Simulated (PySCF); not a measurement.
Species: CH9NOSi2.
Cartesian coordinates in Å at the PBE0-D3(BJ)/def2-SVP level; atoms count from 1:
```
atom  x, y, z in Å
C1    -1.916   -1.006    0.204
Si2   -0.574    0.008    1.003
N3    -0.658    1.635    0.447
O4     0.888   -0.726    0.635
Si5    2.299   -0.248   -0.085
H6    -2.914   -0.654    0.508
H7    -1.847   -0.942   -0.894
H8    -1.817   -2.066    0.481
H9    -0.673    0.046    2.489
H10   -0.822    1.868   -0.526
H11   -0.213    2.397    0.944
H12    2.068    0.173   -1.503
H13    3.247   -1.398   -0.075
H14    2.924    0.900    0.645
```

Computed with PySCF at wB97X-D/def2-SVPD, non-relativistic, on one gas-phase PBE0-D3(BJ)/def2-SVP geometry that isn't relaxed in the solvent. The solvent is an IEF-PCM continuum (van der Waals radii × 1.2), and excitations are vertical TDDFT with non-equilibrium linear response and a frozen core. Only the electrostatic response of the medium enters.

Gas-phase singlets (H = HOMO, L = LUMO):

```csv
state,E (eV),λ (nm),f,leading configurations
S1,6.942,179,0.069,"H→L 75%, H→L+3 15%"
S2,7.538,164,0.000,"H-1→L 62%, H-1→L+1 19%"
S3,7.861,158,0.011,"H-2→L 30%, H→L+1 27%"
S4,8.257,150,0.024,"H→L+2 40%, H-1→L+1 20%"
S5,8.287,150,0.028,"H-1→L+1 35%, H→L+2 24%"
```

**Question.** Give the list for acetone (ε = 20.49), n² = 1.85.

**Answer.** 
```csv
state,E (eV),λ (nm),f,leading configurations,change by rank (eV)
S1,7.053,176,0.103,"H→L 64%, H→L+3 21%",+0.111
S2,7.561,164,0.000,"H-1→L 71%, H-1→L+1 9%",+0.023
S3,7.839,158,0.020,"H-2→L 30%, H→L+1 26%",-0.022
S4,8.265,150,0.037,"H→L+2 31%, H-2→L 26%",+0.008
S5,8.286,150,0.019,"H→L+2 32%, H→L+3 21%",-0.001
```

**Question.** How do the frontier levels move from gas to acetone?

**Answer.** 
| orbital | gas (eV) | solvent (eV) | change (eV) | Löwdin shares, gas | Löwdin shares, solvent |
| --- | --- | --- | --- | --- | --- |
| LUMO+2 | 2.74 | 2.84 | +0.10 | C1 24 %, Si2 15 %, H7 10 %, H6 10 % | Si2 20 %, C1 17 %, Si5 15 %, H6 9 % |
| LUMO+1 | 2.25 | 2.30 | +0.05 | Si5 42 %, H12 12 %, H14 12 %, H13 12 % | Si5 45 %, H13 12 %, H12 12 %, H14 12 % |
| LUMO | 1.87 | 1.97 | +0.10 | Si5 23 %, Si2 20 %, N3 7 %, H10 7 % | Si5 28 %, Si2 19 %, O4 8 %, H12 8 % |
| HOMO | -9.63 | -9.49 | +0.14 | N3 66 %, O4 11 %, H11 6 %, H10 6 % | N3 67 %, O4 9 %, Si2 7 %, H11 7 % |
| HOMO-1 | -10.12 | -10.12 | 0.00 | O4 34 %, C1 13 %, Si2 12 %, Si5 11 % | O4 32 %, C1 15 %, Si2 13 %, H9 11 % |
| HOMO-2 | -10.88 | -10.93 | -0.05 | Si5 28 %, O4 24 %, H13 21 %, H12 9 % | Si5 28 %, O4 25 %, H13 20 %, H12 10 % |
| HOMO-3 | -11.30 | -11.25 | +0.05 | Si5 20 %, C1 18 %, Si2 14 %, H14 14 % | Si5 21 %, C1 17 %, H14 15 %, Si2 13 % |

The HOMO–LUMO gap goes from 11.50 to 11.46 eV. Rows go by rank; for LUMO and LUMO+2 the atom shares or the degeneracy differ between the runs, so the row needn't follow one orbital.
